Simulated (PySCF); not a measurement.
H₃GeO₃ (SMILES [OH][Ge]([OH])[OH]), doublet, at a GFN2-xTB geometry.

PySCF was given this input:
```python
from pyscf import gto, scf, dft

mol = gto.M(
    atom='''
O    -0.89026396   -1.04649341   -0.98157779
Ge   -0.13561324   -0.04736149    0.31044063
O    -0.26136974    1.64159635   -0.29675013
O     1.61904039   -0.43186608    0.20835849
H    -1.66282753   -0.65193226   -1.38205149
H     0.45348446    2.21223983   -0.02059503
H     1.80971341   -1.35063456    0.02830177
''',
    basis='3-21g',
    spin=1,
    verbose=4,
)

mf = dft.UKS(mol)
mf.xc = 'b3lyp'
mf.kernel()
mf.analyze()
```

Problem. What is the computed total energy (PySCF with B3LYP/3-21G)?

Solution. -2293.2488 Eh

Problem. Give the dipole moment at the level B3LYP/3-21G.

Solution. 0.71 D

Problem. Predict the <S^2> from B3LYP/3-21G.

Solution. 0.754

Problem. Estimate the number of basis functions that B3LYP/3-21G returns for this input.

Solution. 55

Problem. What nuclear repulsion energy does B3LYP/3-21G give?

Solution. 304.7109 Eh

These values belong to the state on which the SCF converged, which isn't shown to be the lowest.
